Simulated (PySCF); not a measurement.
Compound: pentafluorobenzonitrile, C₇F₅N.
Bonds: N1–C2 (triple), C2–C3, C3–C4 (aromatic), C4–F5, C4–C6 (aromatic), C6–F7, C6–C8 (aromatic), C8–F9, C8–C10 (aromatic), C10–F11, C10–C12 (aromatic), C12–F13, C3–C12 (aromatic).

The same species was optimised twice, with GFN2-xTB and with PBE0-D3(BJ)/def2-SVP (PySCF), and the same property calculations (PySCF, gas phase) were run on both structures.

```json
{"coordinate": "N1≡C2 (Å)", "GFN2-xTB": "1.143", "PBE0-D3(BJ)/def2-SVP": "1.158", "change": "+0.015"}
{"coordinate": "C12–F13 (Å)", "GFN2-xTB": "1.328", "PBE0-D3(BJ)/def2-SVP": "1.314", "change": "-0.014"}
{"coordinate": "C8–F9 (Å)", "GFN2-xTB": "1.328", "PBE0-D3(BJ)/def2-SVP": "1.313", "change": "-0.015"}
{"coordinate": "C4–F5 (Å)", "GFN2-xTB": "1.329", "PBE0-D3(BJ)/def2-SVP": "1.315", "change": "-0.014"}
{"coordinate": "C6–F7 (Å)", "GFN2-xTB": "1.330", "PBE0-D3(BJ)/def2-SVP": "1.317", "change": "-0.013"}
{"coordinate": "C10–F11 (Å)", "GFN2-xTB": "1.330", "PBE0-D3(BJ)/def2-SVP": "1.317", "change": "-0.013"}
{"coordinate": "C2–C3 (Å)", "GFN2-xTB": "1.419", "PBE0-D3(BJ)/def2-SVP": "1.424", "change": "+0.005"}
{"coordinate": "C3–C12 (Å)", "GFN2-xTB": "1.398", "PBE0-D3(BJ)/def2-SVP": "1.402", "change": "+0.004"}
{"coordinate": "C3–C4 (Å)", "GFN2-xTB": "1.398", "PBE0-D3(BJ)/def2-SVP": "1.402", "change": "+0.004"}
{"coordinate": "C6–C8 (Å)", "GFN2-xTB": "1.395", "PBE0-D3(BJ)/def2-SVP": "1.396", "change": "+0.001"}
{"coordinate": "C10–C12 (Å)", "GFN2-xTB": "1.391", "PBE0-D3(BJ)/def2-SVP": "1.390", "change": "-0.001"}
{"coordinate": "C8–C10 (Å)", "GFN2-xTB": "1.395", "PBE0-D3(BJ)/def2-SVP": "1.395", "change": "0.000"}
{"coordinate": "C4–C6 (Å)", "GFN2-xTB": "1.391", "PBE0-D3(BJ)/def2-SVP": "1.390", "change": "-0.001"}
{"coordinate": "C6–C8–C10 (°)", "GFN2-xTB": "120.1", "PBE0-D3(BJ)/def2-SVP": "120.5", "change": "+0.4"}
{"coordinate": "F5–C4–C6 (°)", "GFN2-xTB": "119.5", "PBE0-D3(BJ)/def2-SVP": "119.2", "change": "-0.3"}
{"coordinate": "C3–C4–F5 (°)", "GFN2-xTB": "119.8", "PBE0-D3(BJ)/def2-SVP": "120.1", "change": "+0.3"}
{"coordinate": "C10–C12–F13 (°)", "GFN2-xTB": "119.5", "PBE0-D3(BJ)/def2-SVP": "119.2", "change": "-0.3"}
{"coordinate": "C3–C12–F13 (°)", "GFN2-xTB": "119.8", "PBE0-D3(BJ)/def2-SVP": "120.1", "change": "+0.3"}
{"coordinate": "F9–C8–C10 (°)", "GFN2-xTB": "120.0", "PBE0-D3(BJ)/def2-SVP": "119.7", "change": "-0.3"}
{"coordinate": "C8–C10–C12 (°)", "GFN2-xTB": "119.8", "PBE0-D3(BJ)/def2-SVP": "119.5", "change": "-0.3"}
{"coordinate": "F11–C10–C12 (°)", "GFN2-xTB": "120.3", "PBE0-D3(BJ)/def2-SVP": "120.5", "change": "+0.2"}
```

Rotational constants: A = 1026, B = 766.1, C = 438.6 MHz (GFN2-xTB) against A = 1031, B = 767.2, C = 439.9 MHz (PBE0-D3(BJ)/def2-SVP). Point groups within 0.08 Å: C2v and C2v. Atoms that the bonding makes alike are paired by their places after alignment.

On the GFN2-xTB structure: HOMO (eV) -8.43 [PBE0/pcSseg-1]; LUMO (eV) -2.46 [PBE0/pcSseg-1]; dipole (D) 2.72 [PBE0/pcSseg-1]; GIAO shielding of N1 (ppm) -76.6 [PBE0/pcSseg-1]; GIAO shielding of C2 (ppm) 74.8 [PBE0/pcSseg-1]; GIAO shielding of C3 (ppm) 91.4 [PBE0/pcSseg-1]; GIAO shielding of C4/C12 (mean) (ppm) 27.5 [PBE0/pcSseg-1]; GIAO shielding of F5/F13 (mean) (ppm) 307.2 [PBE0/pcSseg-1]; GIAO shielding of C6/C10 (mean) (ppm) 38.4 [PBE0/pcSseg-1]; GIAO shielding of F7/F11 (mean) (ppm) 340.8 [PBE0/pcSseg-1]; GIAO shielding of C8 (ppm) 31.2 [PBE0/pcSseg-1].

Q: What do these properties become on the PBE0-D3(BJ)/def2-SVP structure?

A: 
```json
{"property": "HOMO (eV)", "level": "PBE0/pcSseg-1", "on GFN2-xTB": "-8.43", "on PBE0-D3(BJ)/def2-SVP": "-8.33", "change": "+0.10"}
{"property": "LUMO (eV)", "level": "PBE0/pcSseg-1", "on GFN2-xTB": "-2.46", "on PBE0-D3(BJ)/def2-SVP": "-2.41", "change": "+0.05"}
{"property": "dipole (D)", "level": "PBE0/pcSseg-1", "on GFN2-xTB": "2.72", "on PBE0-D3(BJ)/def2-SVP": "2.85", "change": "+0.13"}
{"property": "energy, GFN2-xTB geometry as zero (kcal/mol)", "level": "PBE0/pcSseg-1", "on GFN2-xTB": "0.0", "on PBE0-D3(BJ)/def2-SVP": "-0.3", "change": "-0.3"}
{"property": "GIAO shielding of N1 (ppm)", "level": "PBE0/pcSseg-1", "on GFN2-xTB": "-76.6", "on PBE0-D3(BJ)/def2-SVP": "-83.8", "change": "-7.2"}
{"property": "GIAO shielding of C2 (ppm)", "level": "PBE0/pcSseg-1", "on GFN2-xTB": "74.8", "on PBE0-D3(BJ)/def2-SVP": "71.9", "change": "-2.9"}
{"property": "GIAO shielding of C3 (ppm)", "level": "PBE0/pcSseg-1", "on GFN2-xTB": "91.4", "on PBE0-D3(BJ)/def2-SVP": "91.4", "change": "0.0"}
{"property": "GIAO shielding of C4/C12 (mean) (ppm)", "level": "PBE0/pcSseg-1", "on GFN2-xTB": "27.5", "on PBE0-D3(BJ)/def2-SVP": "28.3", "change": "+0.8"}
{"property": "GIAO shielding of F5/F13 (mean) (ppm)", "level": "PBE0/pcSseg-1", "on GFN2-xTB": "307.2", "on PBE0-D3(BJ)/def2-SVP": "310.5", "change": "+3.3"}
{"property": "GIAO shielding of C6/C10 (mean) (ppm)", "level": "PBE0/pcSseg-1", "on GFN2-xTB": "38.4", "on PBE0-D3(BJ)/def2-SVP": "39.8", "change": "+1.4"}
{"property": "GIAO shielding of F7/F11 (mean) (ppm)", "level": "PBE0/pcSseg-1", "on GFN2-xTB": "340.8", "on PBE0-D3(BJ)/def2-SVP": "345.5", "change": "+4.7"}
{"property": "GIAO shielding of C8 (ppm)", "level": "PBE0/pcSseg-1", "on GFN2-xTB": "31.2", "on PBE0-D3(BJ)/def2-SVP": "31.9", "change": "+0.7"}
```

The heavy atoms differ by 0.011 Å rms after alignment. Among bonds between heavy atoms N1≡C2, C4–F5, C8–F9 and C12–F13 change most and about equally (-0.015 to +0.015 Å). Changes are differences of the printed values. Neither structure is proved a minimum here.
